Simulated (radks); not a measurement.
Results of a calculation; reference values are marked as such.
Task: These are the eigenvalues of the occupied orbitals of an atom or ion with whole-number occupations (hartree). Code: a radial shooting solver on a logarithmic mesh with Libxc functionals. Model: scalar-relativistic Kohn-Sham, PBE, spin-unpolarised, spherical densities, point nucleus.

orbital  eigenvalue
1s        -2250.991
2s        -381.5749
2p        -336.2917
3s        -86.19642
3p        -72.54859
3d        -55.94548
4s        -17.15537
4p        -12.67696
4d         -6.78562
5s         -2.26864
5p         -1.25748
4f         -0.35803
6s         -0.34085

Which element is it, and in what charge state? The configuration may be excited.

Result: Z = 70, ytterbium, charge +1: Yb+ in [Xe] 4f14 6s1. The list shows which subshells hold electrons but not how many an open one holds; the 1s level, -2251 hartree, gives Z - s = 67.1 by -(Z - s)^2/2, which with screening and relativity narrows Z to a few neighbours, and the depths of the outer levels then fix element, charge and occupations together.
